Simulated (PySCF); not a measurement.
**Energy of La²⁺ (lanthanum, charge +2) between two integer charges**

The 5d alpha orbital of [Xe] 5d1 is emptied in steps (occupation f), with all orbitals relaxed, ending at [Xe]. Computed with PySCF 2.14 in def2-TZVPPD with the def2 core potential (46 electrons), with a scalar-relativistic core potential. The exact energy is a straight line in f; departures are measured from the line between the end points of the same method.

```json
{"f": "1", "PBE0 (eV)": "0.000", "r2SCAN (eV)": "0.000", "LC-wPBE (eV)": "0.000"}
{"f": "0.9", "PBE0 (eV)": "-0.262", "r2SCAN (eV)": "-0.327", "LC-wPBE (eV)": "-0.032"}
{"f": "0.7", "PBE0 (eV)": "-0.610", "r2SCAN (eV)": "-0.757", "LC-wPBE (eV)": "-0.072"}
{"f": "0.5", "PBE0 (eV)": "-0.725", "r2SCAN (eV)": "-0.889", "LC-wPBE (eV)": "-0.082"}
{"f": "0.3", "PBE0 (eV)": "-0.607", "r2SCAN (eV)": "-0.731", "LC-wPBE (eV)": "-0.066"}
{"f": "0.1", "PBE0 (eV)": "-0.259", "r2SCAN (eV)": "-0.304", "LC-wPBE (eV)": "-0.027"}
{"f": "0", "PBE0 (eV)": "0.000", "r2SCAN (eV)": "0.000", "LC-wPBE (eV)": "0.000"}
```

```
 method  E(f=0) − E(f=1) (eV)  −ε at f=1 (eV)  −ε at f=0.5 (eV)
   PBE0                19.049          16.142            19.058
 r2SCAN                18.943          15.294            19.019
LC-wPBE                18.962          18.598            18.980
```

Orbital energy along the path (eV):

```json
{"f": "1", "PBE0": "-16.142", "r2SCAN": "-15.294", "LC-wPBE": "-18.598"}
{"f": "0.9", "PBE0": "-16.725", "r2SCAN": "-16.045", "LC-wPBE": "-18.681"}
{"f": "0.7", "PBE0": "-17.892", "r2SCAN": "-17.543", "LC-wPBE": "-18.838"}
{"f": "0.5", "PBE0": "-19.058", "r2SCAN": "-19.019", "LC-wPBE": "-18.980"}
{"f": "0.3", "PBE0": "-20.216", "r2SCAN": "-20.423", "LC-wPBE": "-19.103"}
{"f": "0.1", "PBE0": "-21.359", "r2SCAN": "-21.710", "LC-wPBE": "-19.208"}
{"f": "0", "PBE0": "-21.910", "r2SCAN": "-22.221", "LC-wPBE": "-19.257"}
```

Reference removal energy between the ground levels: 19.177 eV (measured; NIST Atomic Spectra Database, ionization energies). The calculation has no spin-orbit coupling.
